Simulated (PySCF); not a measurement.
PySCF input (HF/def2-SV(P)):

```python
import numpy as np, basis_set_exchange as bse
from pyscf import gto, scf, dft, df
from pyscf.prop.nmr import rhf as nmr

basis = {'C': gto.basis.parse(bse.get_basis('def2-SV(P)', elements=['C'], fmt='nwchem')), 'F': gto.basis.parse(bse.get_basis('def2-SV(P)', elements=['F'], fmt='nwchem'))}
mol = gto.M(
    atom='''
    F    -1.02012856   -0.25279695    0.03047619
    C    -0.03126398    0.59606588    0.00107136
    F     1.04097121   -0.14458031   -0.03119043
    ''',
    basis=basis,
    charge=0,
    verbose=4,
    max_memory=2160,
)
mf = scf.RHF(mol)
mf.conv_tol = 1e-9
mf.max_cycle = 100
print('smallest overlap eigenvalue', np.linalg.eigvalsh(mol.intor('int1e_ovlp'))[0])
mf.kernel()
dip = mf.dip_moment()
n = nmr.NMR(mf)
n.verbose = 2
n.max_cycle_cphf = 60
sigma = n.kernel()
for i, x in enumerate(sigma):
    print(mol.atom_symbol(i), i + 1, round(x.trace() / 3, 3))
```

Output:

```
PySCF version 2.14.0

[INPUT] verbose = 4
[INPUT] num. atoms = 3
[INPUT] num. electrons = 24
[INPUT] charge = 0
[INPUT] spin (= nelec alpha-beta = 2S) = 0
[INPUT] symmetry False subgroup None
[INPUT] Mole.unit = angstrom
[INPUT] Symbol           X                Y                Z      unit          X                Y                Z       unit  Magmom
[INPUT]  1 F     -1.020128560000  -0.252796950000   0.030476190000 AA   -1.927763590247  -0.477717000625   0.057591652420 Bohr   0.0
[INPUT]  2 C     -0.031263980000   0.596065880000   0.001071360000 AA   -0.059080359764   1.126401265398   0.002024576981 Bohr   0.0
[INPUT]  3 F      1.040971210000  -0.144580310000  -0.031190430000 AA    1.967150490457  -0.273217188905  -0.058941370407 Bohr   0.0

nuclear repulsion = 64.6006134041705
number of shells = 18
number of NR pGTOs = 72
number of NR cGTOs = 42
basis = {'C': [[0, [1238.4016938, 0.0054568832082], [186.29004992, 0.040638409211], [42.251176346, 0.18025593888], [11.676557932, 0.46315121755], [3.5930506482, 0.44087173314]], [0, [0.40245147363, 1.0]], [0, [0.13090182668, 1.0]], [1, [9.4680970621, 0.038387871728], [2.0103545142, 0.21117025112], [0.54771004707, 0.51328172114]], [1, [0.15268613795, 1.0]], [2, [0.8, 1.0]]], 'F': [[0, [2894.832599, -0.0053408255515], [435.4193912, -0.039904258866], [98.843328866, -0.17912768038], [27.485198001, -0.46758090825], [8.5405498171, -0.4465313102]], [0, [1.0654578038, 1.0]], [0, [0.33247346748, 1.0]], [1, [22.696633924, -0.045212874436], [4.9872339257, -0.23754317067], [1.3491613954, -0.51287353587]], [1, [0.34829881977, 1.0]], [2, [1.4, 1.0]]]}
ecp = {}
smallest overlap eigenvalue 0.030149630512369338

******** <class 'pyscf.scf.hf.RHF'> ********
method = RHF
initial guess = minao
damping factor = 0
level_shift factor = 0
DIIS = <class 'pyscf.scf.diis.CDIIS'>
diis_start_cycle = 1
diis_space = 8
diis_damp = 0
SCF conv_tol = 1e-09
SCF conv_tol_grad = None
SCF max_cycles = 100
direct_scf = True
direct_scf_tol = 1e-13
Set gradient conv threshold to 3.16228e-05
Initial guess from minao.
init E= -236.667634251539
  HOMO = -0.269268757085798  LUMO = 0.0266682364700976  gap/eV = 8.05286
cycle= 1 E= -236.374162967924  delta_E= 0.293  |g|= 0.659  |ddm|= 1.82
  HOMO = -0.530942191551306  LUMO = 0.00937118894541378  gap/eV = 14.70268
cycle= 2 E= -236.441548140734  delta_E= -0.0674  |g|= 0.374  |ddm|= 0.716
  HOMO = -0.484047899955494  LUMO = 0.0737685305210478  gap/eV = 15.17896
cycle= 3 E= -236.465381087062  delta_E= -0.0238  |g|= 0.0546  |ddm|= 0.248
  HOMO = -0.473986356537898  LUMO = 0.088750043169882  gap/eV = 15.31284
cycle= 4 E= -236.466418135798  delta_E= -0.00104  |g|= 0.0178  |ddm|= 0.0716
  HOMO = -0.476633664641903  LUMO = 0.0875780433286808  gap/eV = 15.35298
cycle= 5 E= -236.466628503098  delta_E= -0.00021  |g|= 0.00352  |ddm|= 0.0456
  HOMO = -0.476117561216394  LUMO = 0.0876216470740552  gap/eV = 15.34013
cycle= 6 E= -236.466637995646  delta_E= -9.49e-06  |g|= 0.000676  |ddm|= 0.0102
  HOMO = -0.476080486321004  LUMO = 0.0877207652717189  gap/eV = 15.34181
cycle= 7 E= -236.466638293564  delta_E= -2.98e-07  |g|= 0.000135  |ddm|= 0.00122
  HOMO = -0.47606517143125  LUMO = 0.0877019008591535  gap/eV = 15.34088
cycle= 8 E= -236.466638303413  delta_E= -9.85e-09  |g|= 2.31e-05  |ddm|= 0.000215
  HOMO = -0.476068887971038  LUMO = 0.0877003233827898  gap/eV = 15.34094
cycle= 9 E= -236.466638303704  delta_E= -2.91e-10  |g|= 3.15e-06  |ddm|= 4.37e-05
  HOMO = -0.476068399256213  LUMO = 0.0877006808991121  gap/eV = 15.34094
Extra cycle  E= -236.466638303709  delta_E= -5.06e-12  |g|= 1.09e-06  |ddm|= 4.85e-06
converged SCF energy = -236.466638303709
Dipole moment(X, Y, Z, Debye):  0.01588, -0.30277, -0.00054
F 1 17.746
C 2 -131.928
F 3 17.746
```
